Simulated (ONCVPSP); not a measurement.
**Varying the ONCV potential for N**

Base potential:

N (Z = 7), optimised norm-conserving Vanderbilt (ONCV), made with ONCVPSP 4.0.1 (PBEsol, scalar-relativistic). Core [He], reference 2s2 2p2.5 (charge +0.5). Waves: 2s: rc 0.95 bohr, ncon 4, nbas 8, qcut 8.7 1/bohr, 1 projector; 2p: rc 2.50 bohr, ncon 4, nbas 8, qcut 4.8 1/bohr, 3 projectors, debl 2.8 Ha. Local part: polynomial inside 0.65 bohr (lpopt 3, dvloc0 0 Ha). Core correction: Teter function fitted to the true core (icmod 2), fcfact 0.25.

All-electron outer shells of the reference configuration (PBEsol, scalar-relativistic, ld1.x):

```json
{"shell": "1s", "level (eV)": "-390.86", "outermost node (bohr)": "–", "outermost maximum (bohr)": "0.15"}
{"shell": "2s", "level (eV)": "-24.98", "outermost node (bohr)": "0.32", "outermost maximum (bohr)": "1.00"}
{"shell": "2p", "level (eV)": "-13.37", "outermost node (bohr)": "–", "outermost maximum (bohr)": "0.94"}
```

Cutoffs, loose and tight: the cutoffs (Ha) at which the residual kinetic energy of the hardest occupied pseudo-wave falls to 1 and 0.1 mHa per electron. They do not see the model core or the augmentation charge, which bear on the density cutoff. Test errors are all-electron minus pseudo excitation energies from the reference, over the configurations 2s2 2p3; 2s2 2p2; 2s2 2p1; 2s0 2p5. A dash means not determined; rows that change the core or the reference have their own tests. The largest error is taken over the tests solved by every variant that gives reliable tests at all: 2s2 2p1; 2s2 2p2; 2s2 2p3.

```csv
change,outcome,"cutoff, loose","cutoff, tight",bound ghosts,GHOST(+) flags above zero,largest test error (meV)
base,generated,30 Ha,39 Ha,none,p,+1007
"all radii but the core radius scaled by about 0.80 (s 0.76, p 2.00 bohr); local potential polynomial inside 0.52 bohr (lpopt 3, dvloc0 0 Ha)",generated,30 Ha,110 Ha,none,none,+601
"all radii but the core radius scaled by about 0.87 (s 0.82, p 2.18 bohr); local potential polynomial inside 0.56 bohr (lpopt 3, dvloc0 0 Ha)",generated,30 Ha,39 Ha,none,p,+737
"all radii but the core radius scaled by about 1.03 (s 0.98, p 2.58 bohr); local potential polynomial inside 0.68 bohr (lpopt 3, dvloc0 0 Ha)",generated,29 Ha,38 Ha,none,p,+1072
"all radii but the core radius scaled by about 1.12 (s 1.06, p 2.80 bohr); local potential polynomial inside 0.72 bohr (lpopt 3, dvloc0 0 Ha)",generated,28 Ha,35 Ha,none,p,+1279
"all radii but the core radius scaled by about 1.25 (s 1.18, p 3.12 bohr); local potential polynomial inside 0.80 bohr (lpopt 3, dvloc0 0 Ha)",generated,26 Ha,32 Ha,none,p,+1581
"all radii but the core radius scaled by about 1.29 (s 1.22, p 3.22 bohr); local potential polynomial inside 0.84 bohr (lpopt 3, dvloc0 0 Ha)",generated,25 Ha,31 Ha,none,p,+1687
```

Reading the sweep of the scale of all radii but the core radius (base = 1) (base included, trends over the rows without a ghost): The loose cutoff stays near 29 Ha. The median size of the test errors (rows with all tests solved) rises from 54.6 meV at 0.8 to 85.4 meV at 1.25. More of the atom is replaced by a form fitted at one configuration, so other configurations suffer as the radius grows.
